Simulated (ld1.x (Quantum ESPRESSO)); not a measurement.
**An all-electron radial function and its pseudo partner (praseodymium (Pr))**

Columns: radius, all-electron u(r) and pseudo u(r) of the 5s shell (level -39.05 eV) of praseodymium in the configuration [Kr] 4d10 4f3 5s2 5p6 5d0 6s2 6p0; PBEsol, scalar-relativistic, TM scheme, ld1.x (Quantum ESPRESSO) 7.5.

| r (bohr) | all-electron | pseudo |
| --- | --- | --- |
| 0.145 | 0.1835 | 0.0423 |
| 0.290 | 0.0882 | 0.0932 |
| 0.435 | -0.4646 | 0.1628 |
| 0.580 | -0.4285 | 0.2622 |
| 0.725 | -0.0359 | 0.3996 |
| 0.870 | 0.3913 | 0.5712 |
| 1.015 | 0.7091 | 0.7503 |
| 1.160 | 0.8921 | 0.8919 |
| 1.305 | 0.9618 | 0.9596 |
| 1.450 | 0.9513 | 0.9511 |
| 1.595 | 0.8904 | 0.8904 |
| 1.740 | 0.8027 | 0.8027 |
| 1.885 | 0.7042 | 0.7042 |
| 2.030 | 0.6054 | 0.6054 |
| 2.175 | 0.5124 | 0.5124 |
| 2.320 | 0.4285 | 0.4285 |
| 2.465 | 0.3549 | 0.3549 |
| 2.610 | 0.2917 | 0.2917 |
| 2.755 | 0.2383 | 0.2383 |
| 2.900 | 0.1938 | 0.1938 |
| 3.045 | 0.1569 | 0.1569 |
| 3.190 | 0.1266 | 0.1266 |
| 3.335 | 0.1020 | 0.1020 |
| 3.480 | 0.0819 | 0.0819 |
| 3.625 | 0.0657 | 0.0657 |
| 3.770 | 0.0526 | 0.0526 |

Problem. How many radial nodes do the two functions have?

Solution. The all-electron 5s function has n − l − 1 = 4 (the table is too coarse to show those close to the nucleus); the pseudo-wave has 0, since the states of the same l below it are removed with the core.

Problem. At about which radius was the pseudo-wave matched?

Solution. 1.60 bohr. The columns agree to 0.0005 from 1.45 bohr on; several derivatives are matched, so the curves merge somewhat inside the radius.

Problem. Is the pseudo-wave norm-conserving?

Solution. Yes: the TM scheme keeps the norm inside the radius equal to the all-electron one, which fixes the energy derivative of the logarithmic derivative at the level.
